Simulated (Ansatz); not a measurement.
`Fc1ccsc1` + HI → `Ic1ccsc1` + H–F at 700 K and 1 bar (substitution at a C–F bond).

Computed with Ansatz on PBE0-D4/def2-TZVP structures; ΔE is electronic, products minus reactants. CBS: MP2 limit from def2 TZ/QZ plus the TZ coupled-cluster correction, frozen cores. This one scheme is used for every species. def2 core potentials past Kr. For I outer-core shells are correlated without core-valence functions, which leaves a few kJ/mol of doubt a bond.

```csv
species,CCSD(T)/CBS energy (Eh),H − E (kJ/mol),S (J/(mol·K))
`Fc1ccsc1`,-651.55593,218.6,400.7
HI,-298.03592,34.6,231.7
`Ic1ccsc1`,-849.21600,216.1,436.5
H–F,-100.39570,45.2,198.5
```

H − E and S are ideal-gas, rigid-rotor, harmonic terms from PBE0-D4/def2-TZVP. 1 Eh = 2625.50 kJ/mol, R = 8.31446 J/(mol·K).

Problem. By hand: ΔE, ΔH, ΔS and ΔG.

Solution. ΔE = (-849.21600) + (-100.39570) − (-651.55593) − (-298.03592) = -0.01985 Eh = -52.1 kJ/mol. Δ(H − E) = 216.1 + 45.2 − 218.6 − 34.6 = 8.1, so ΔH = -44.0 kJ/mol. ΔS = 436.5 + 198.5 − 400.7 − 231.7 = 2.6 J/(mol·K). ΔG = -44.0 − 700 × (2.6)/1000 = -45.8 kJ/mol.

Problem. By hand: the equilibrium constant, and the temperature at which ΔG would vanish if ΔH and ΔS stayed fixed.

Solution. log₁₀ K = −ΔG/(RT ln 10) = 3.4. ΔH and −TΔS have one sign here, so there is no such temperature. One of them is within its doubt of zero, so this could turn.

The number of gas molecules stays the same, so ΔS is small and ΔH decides. A doubt of 5 kJ/mol in ΔE shifts log₁₀ K by 0.4 here. These are equilibria of isolated gas molecules and say nothing of rates. Largest T1 diagnostic: 0.013 (customary marks: 0.02 for closed shells, 0.045 for open ones).
